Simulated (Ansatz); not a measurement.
Computed with Ansatz on PBE0-D4/def2-TZVP structures; ΔE is electronic, products minus reactants. CCSD(T)/CBS is the MP2 limit (def2-TZVPP, def2-QZVPP) plus CCSD(T) − MP2 in def2-TZVPP, frozen cores. This one scheme is used for every species. Functionals use def2-TZVPP. B3LYP here is the variant with VWN-RPA as its local correlation; programs differ in this. For Br outer-core shells are correlated without core-valence functions, which leaves a few kJ/mol of doubt a bond. Scalar relativity is left out up to krypton. One conformer a species, not always the lowest.

`COB(S)Br` + HCl → `COB(S)Cl` + HBr  (ligand exchange at a B–Br bond)

(1) Is it downhill or uphill in electronic energy at CCSD(T)/CBS, and by how much? (Best estimate.)

(2) What do these levels give: PBE0-D4, B3LYP-D4, PBE0, CCSD/def2-TZVPP, CCSD(T)/def2-TZVPP, MP2/CBS(def2)? (Estimate.)

Largest T1 diagnostic among the species: 0.012.

Answers

(1) The calculation gave: Downhill: ΔE = -0.07 eV.

(2) The calculation gave: PBE0-D4 -0.11, B3LYP-D4 -0.13, PBE0 -0.12, CCSD/def2-TZVPP -0.10, CCSD(T)/def2-TZVPP -0.09, MP2/CBS(def2) -0.05 eV.

In def2-TZVPP, CCSD(T) changes the Hartree–Fock value by +0.07 eV (the triples alone add +0.01 eV) and MP2 by +0.10 eV.
